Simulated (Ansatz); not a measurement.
Clusters of 6 atoms, chalcogenide: PBE0-D4/def2-SVP single points in Ansatz on relaxed structures, gas phase. Each cluster is the lowest isomer that a short search found in that spin, judged at the geometry's level, and lower ones may exist. Core potentials for Bi, Hf, Ta, Te, no spin–orbit coupling. HOMO and LUMO are taken over both spins. Singlets are spin-restricted. Levels of anions in sets without diffuse functions are rough. The structures are stationary points that may keep the symmetry of their start. Remarks come from the PBE and PBE0 runs and from stability tests at other levels; not every state was tested.

```json
{"species": "Li4Te2⁺", "atoms": "6", "state": "doublet", "geometry": "PBE-D4/def2-SVP", "HOMO (eV)": "-8.87", "LUMO (eV)": "-6.50", "gap (eV)": "2.38", "point group (within 0.1 Å)": "–", "remarks": "–"}
{"species": "Hf2Se4", "atoms": "6", "state": "singlet", "geometry": "PBE-D4/def2-SVP", "HOMO (eV)": "-6.53", "LUMO (eV)": "-3.34", "gap (eV)": "3.19", "point group (within 0.1 Å)": "C2h", "remarks": "–"}
{"species": "Ga2Se4⁻", "atoms": "6", "state": "doublet", "geometry": "PBE-D4/def2-SVPD", "HOMO (eV)": "-2.07", "LUMO (eV)": "-1.26", "gap (eV)": "0.81", "point group (within 0.1 Å)": "D2h", "remarks": "–"}
{"species": "Li4Se2⁺", "atoms": "6", "state": "doublet", "geometry": "PBE-D4/def2-SVP", "HOMO (eV)": "-9.37", "LUMO (eV)": "-6.51", "gap (eV)": "2.86", "point group (within 0.1 Å)": "C3v", "remarks": "–"}
{"species": "Ti2Se4", "atoms": "6", "state": "singlet", "geometry": "PBE0-D4/def2-SVP", "HOMO (eV)": "-6.05", "LUMO (eV)": "-3.15", "gap (eV)": "2.90", "point group (within 0.1 Å)": "Cs", "remarks": "restricted SCF unstable"}
{"species": "Bi3S3⁺", "atoms": "6", "state": "singlet", "geometry": "PBE-D4/def2-SVP", "HOMO (eV)": "-10.37", "LUMO (eV)": "-7.28", "gap (eV)": "3.08", "point group (within 0.1 Å)": "Cs", "remarks": "restricted SCF unstable in HF"}
{"species": "Ta2Te4", "atoms": "6", "state": "singlet", "geometry": "r2SCAN-D4/def2-SVP", "HOMO (eV)": "-5.59", "LUMO (eV)": "-3.53", "gap (eV)": "2.06", "point group (within 0.1 Å)": "Cs", "remarks": "triplet lower at PBE0"}
```

The gap (eV) runs from 0.81 (Ga2Se4⁻) to 3.19 (Hf2Se4).
